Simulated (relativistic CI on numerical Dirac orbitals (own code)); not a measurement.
## Hyperfine structure of Pm57+, mass number 147

Method of calculation: Dirac-Coulomb-Breit CI, separate exchange-only KLI orbitals for each configuration, model QED (radiative potential, 1s self-energy scaled to tabulated hydrogen-like ionisation energies), unscaled Slater integrals (own radial code, finite nucleus).

Configuration list (outside the closed core 1s2): 2s², 2s2p, 2p², 2p3s, 2p3p, 2s3s, 2s3p, 2s3d, 2s4s, 2s4p, 2s4d, 2s4f, 3s², 3s3p, 3p². Levels of other configurations are missing.

Nuclear spin I = 7/2, μ = 2.58 μN, Q = 0.74 b (tables of Stone and Pyykkö). The electronic factors are computed for point nuclear moments, without core polarisation or the Bohr-Weisskopf and QED corrections.

```csv
Level,E (10³ cm⁻¹),A (GHz),B (GHz)
2s2p ³P°1,1230.4,5094,-76.9
2s2p ³P°2,6036.6,2206,670
2s2p ¹P°1,6626.9,-1468,412
2p² ³P1,7655.4,-194.9,334
2p² ¹D2,7793.2,874.9,607
2p² ³P2,12764.3,347.3,58.5
2s3s ³S1,57152.4,5047,-0.488
2s3p ³P°1,57647.5,4278,-0.722
```

Levels with J = 0, under 50 % of one LS term, or S terms without an open s electron are left out. Small factors come from cancelling terms and can be off by tens of per cent or more.

At this charge energies of transitions that change n are usually good to better than 1 %, and those within a shell (Δn = 0) to a few per cent.

Q: Give the hyperfine levels of 2s2p ³P°1 relative to its centre of gravity.

A: With K = F(F + 1) − I(I + 1) − J(J + 1), E = AK/2 + B[¾K(K + 1) − I(I + 1)J(J + 1)]/[2I(2I − 1)J(2J − 1)]: F = 5/2: -22960, F = 7/2: -5039, F = 9/2: 17810 GHz.

LS names give the leading component of a level, which can be under half, so a name can repeat, a term be missing and a line seem to break the LS rules.
